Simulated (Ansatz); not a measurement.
Reactions of C₂H₇NO₂Si (`OCC(O)=N[SiH3]`).

Isolated molecules relaxed with PBE0-D4/def2-TZVP in Ansatz; ΔE leaves out vibrations. CBS: MP2 limit from def2 TZ/QZ plus the TZ coupled-cluster correction, frozen cores. This one scheme is used for every species. Double bonds are as drawn, so ΔE can hold a change between cis and trans. Functionals use def2-TZVPP. Each species was taken in one conformer, which may not be the lowest.

| reaction | ωB97X-V (eV) |
| --- | --- |
| `OC/C(O)=N\[SiH3]` → `C=C[Si](N)(O)O` | -3.45 |
| `OC/C(O)=N\[SiH3]` + `[SiH3]S` → `OCS[SiH3]` + `O/C=N/[SiH3]` | 0.31 |
| `OC/C(O)=N\[SiH3]` → `N[SiH](C=O)CO` | 0.18 |
| `OC/C(O)=N\[SiH3]` → `OCN1CO[SiH2]1` | -0.30 |
| `OC/C(O)=N\[SiH3]` → `N=C(O)CO` + `[SiH2]` | 3.06 |
| `OC/C(O)=N\[SiH3]` → `CC(=N)O[SiH2]O` | -2.49 |
| `OC/C(O)=N\[SiH3]` + H₂ → `O/C=N/[SiH3]` + CH₃OH | -0.32 |

(1) Give the CCSD(T)/CBS values in the same order. (Estimate.)

Largest T1 diagnostic: 0.014, for `O/C=N/[SiH3]`.

Answers

(1) Computed: -3.79, 0.28, 0.10, -0.29, 2.94, -2.60, -0.34 eV.
